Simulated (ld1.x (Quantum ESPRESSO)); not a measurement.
## What one change does to a pseudopotential (Al (Z = 13), ultrasoft)

- Element: aluminium (Al)
- Generator: ld1.x (Quantum ESPRESSO) 7.5
- Type: ultrasoft
- Functional: PBEsol
- Relativity: scalar-relativistic
- Frozen core: [Ne]
- Valence charge: 3
- Reference configuration: 3s2 3p1
- Partial waves: 3s (bound): rcut 1.70, rcutus 2.30 bohr; 3s channel at 0.15 Ry: rcut 1.70, rcutus 2.30 bohr; 3p (bound): rcut 1.55, rcutus 2.15 bohr; 3p channel at 0.2 Ry: rcut 1.55, rcutus 2.15 bohr; 3d channel at 0.4 Ry: rcut 1.65, rcutus 1.95 bohr; 3d channel at 3.15 Ry: rcut 1.65, rcutus 1.95 bohr
- Local potential: all-electron potential smoothed inside 1.90 bohr (lloc = -2)
- Core correction: a·sin(br)/r model core inside 1.40 bohr
- Augmentation charge: built from norm-conserving waves at rcut, not smoothed further

Change: all radii but the core radius scaled by about 1.35 (s 3.10, p 2.90, d 2.64 bohr, rcut 2.30/2.10/2.22); local potential all-electron potential smoothed inside 2.56 bohr (lloc = -2).

Cutoffs: the cutoffs (Ry, on a coarse ladder) from which the occupation-weighted sum of valence levels, in a spherical-Bessel basis at the reference potential, stays within 10 and 1 mRy of its value at 400 Ry; they do not see the model core or the augmentation charge, which bear on the density cutoff. Errors are all-electron minus pseudo energies relative to the spin-unpolarised reference configuration.

Problem. What does the change do?

Solution. Both files are very soft, the changed one slightly harder (loose and tight cutoff 6 and 6 Ry → 6 and 8 Ry on this coarse ladder); of the 7 tests that both files solve, the error grows in 4 and shrinks in 0 by more than 15 % and 0.3 meV (median size 0.4 → 3.5 meV); neither file shows a bound ghost. More of the atom is replaced by a form fitted at one configuration, so other configurations suffer.

| quantity | base | changed |
| --- | --- | --- |
| cutoff, loose | 6 Ry | 6 Ry |
| cutoff, tight | 6 Ry | 8 Ry |
| bound ghosts | none | none |
| error for 3s2 3p0, meV [ΔE 5.74 eV] | +0.4 | +0.7 |
| error for 3s1 3p0, meV [ΔE 24.91 eV] | +1.6 | +8.0 |
| error for 3s2 3p0.5, meV [ΔE 2.07 eV] | 0.0 | 0.0 |
| error for 3s0 3p3, meV [ΔE 10.41 eV] | +0.5 | -23 |
| error for 3s1 3p2, meV [ΔE 5.12 eV] | -0.3 | -5.0 |
| error for 3s2 3p1.3, meV [ΔE -0.57 eV] | 0.0 | 0.0 |
| error for 3s1 3p1, meV [ΔE 11.53 eV] | -0.7 | -3.5 |
| lowest overlap eigenvalue by channel | s 0.44, p 0.72, d 0.97 | s 0.47, p 0.89, d 0.51 |
